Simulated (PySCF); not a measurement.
4,5-dihydro-1,3-oxazol-2-ylsilane (C₃H₇NOSi), SMILES [SiH3]C1=NCCO1.

The structure is a stationary point at PBE-D3(BJ)/def2-SVP. Other conformers were not sampled.

All values below come from PBE-D3(BJ)/def2-SVP run with PySCF 2.14.0.

Frequencies are harmonic and unscaled.

```csv
mode,ν (cm⁻¹),IR (km/mol),moving atoms (share of kinetic energy)
1,60,0.1,H 89 %
2,82,0.2,"H 42 %, O 29 %, C 23 %"
3,163,4.5,"C 36 %, H 34 %, N 21 %"
4,182,3.0,"C 30 %, H 21 %, O 19 %, N 16 %, Si 15 %"
5,426,13.9,"Si 59 %, C 17 %, H 9 %"
6,498,24.8,"H 49 %, C 22 %, N 16 %, O 10 %"
7,612,43.2,"H 81 %, Si 12 %"
8,682,18.7,"H 49 %, C 39 %"
9,736,4.2,"C 45 %, O 25 %, N 21 %, H 8 %"
10,796,0.2,"H 80 %, C 14 %"
11,866,230.5,H 82 %
12,895,23.9,"C 31 %, O 31 %, N 19 %, H 15 %"
13,904,34.2,H 97 %
14,911,32.6,H 93 %
15,940,65.3,"C 55 %, O 31 %"
16,951,10.2,"C 46 %, H 25 %, O 17 %, N 13 %"
17,973,13.8,"C 50 %, N 31 %, H 16 %"
18,1066,0.3,"H 57 %, C 37 %"
19,1136,86.8,"C 74 %, H 13 %, O 9 %"
20,1157,1.9,H 88 %
21,1192,0.2,H 93 %
22,1263,5.1,"H 67 %, C 31 %"
23,1311,6.3,"H 64 %, C 25 %, O 10 %"
24,1413,2.5,"H 91 %, C 8 %"
25,1446,1.6,"H 91 %, C 8 %"
26,1643,64.1,"C 57 %, N 40 %"
27,2175,66.1,H 98 %
28,2182,87.1,H 96 %
29,2212,69.3,H 96 %
30,2975,31.7,H 95 %
31,2989,40.3,H 95 %
32,3015,3.9,"H 90 %, C 10 %"
33,3045,27.1,"H 90 %, C 10 %"
```
